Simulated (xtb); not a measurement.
BrFH2InN, SMILES [NH2][In]([F])[Br]. All values are semi-empirical tight-binding results from xtb (GFN2-xTB unless named), good for trends rather than for accurate numbers. Geometry: GFN2-xTB. The structure was generated by enumeration; whether it is a known compound was not checked. Other conformers were not sampled.

Optimised geometry:

```xyz
6

In     0.0975    -0.5757     0.2762
F     -1.2659    -1.9141    -0.2017
Br    -0.1898     1.6364    -0.7792
N      1.3759    -1.2261     1.7491
H      2.3421    -1.0151     1.5162
H      1.2865    -2.2384     1.7957
```
Charge 0, spin multiplicity 1.

For metal compounds this method's bond lengths and energies can be far off.

Computed properties:
```json
{
  "orbital_gap": "2.64 eV",
  "zero_point_energy": "15.6 kcal/mol",
  "G − E(el) at 298.15 K (modified RRHO)": "-5.8 kcal/mol"
}
```

Task: Give the atomic charges and the Wiberg bond orders between heavy atoms. (Estimate from the structure and the level; the computed values follow.)

Result: charges (e) In1 0.34, F2 -0.32, Br3 -0.07, N4 -0.35, H5 0.19, H6 0.21. Bond orders In1–F2 0.92, In1–Br3 1.04, In1–N4 0.96.
